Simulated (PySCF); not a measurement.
3-fluorobuta-1,2-diene (C4H5F), SMILES C=C=C(C)F.

Coordinates come from a PBE0-D3(BJ)/def2-SVP optimisation.

These are PBE0-D3(BJ)/def2-SVP (PySCF 2.14.0) values and carry that method's errors.

Frequencies are harmonic and unscaled.

```tsv
mode	ν (cm⁻¹)	IR (km/mol)	Raman (Å⁴/amu)	depolarisation	moving atoms (share of kinetic energy)
1	182	1.3	7.0	0.74	C 61 %, H 21 %, F 17 %
2	190	1.4	0.2	0.75	H 91 %, C 8 %
3	251	4.2	0.1	0.75	C 59 %, H 34 %
4	392	1.7	3.6	0.64	C 40 %, F 35 %, H 25 %
5	473	0.1	5.2	0.75	C 62 %, H 36 %
6	620	18.2	1.6	0.63	C 76 %, F 16 %
7	647	2.0	6.6	0.75	H 83 %, C 12 %
8	786	18.7	15.6	0.15	C 57 %, F 27 %, H 17 %
9	923	36.7	0.4	0.75	H 73 %, C 27 %
10	992	7.5	3.5	0.70	H 62 %, C 27 %, F 11 %
11	1005	0.7	0.3	0.75	H 66 %, C 34 %
12	1045	2.6	1.9	0.75	H 65 %, C 35 %
13	1257	113.7	2.5	0.61	C 66 %, H 21 %, F 12 %
14	1318	81.6	42.2	0.43	H 56 %, C 41 %
15	1397	30.9	20.9	0.43	H 65 %, C 35 %
16	1438	8.8	13.0	0.75	H 97 %
17	1444	10.3	9.8	0.63	H 92 %, C 8 %
18	1502	47.4	11.2	0.74	C 53 %, H 46 %
19	2123	19.9	7.7	0.44	C 98 %
20	3056	13.9	242.9	0.05	H 97 %
21	3129	7.5	245.1	0.13	H 95 %
22	3139	5.3	126.6	0.75	H 91 %, C 9 %
23	3192	3.7	59.0	0.74	H 91 %, C 9 %
24	3217	0.6	143.5	0.75	H 89 %, C 11 %
```
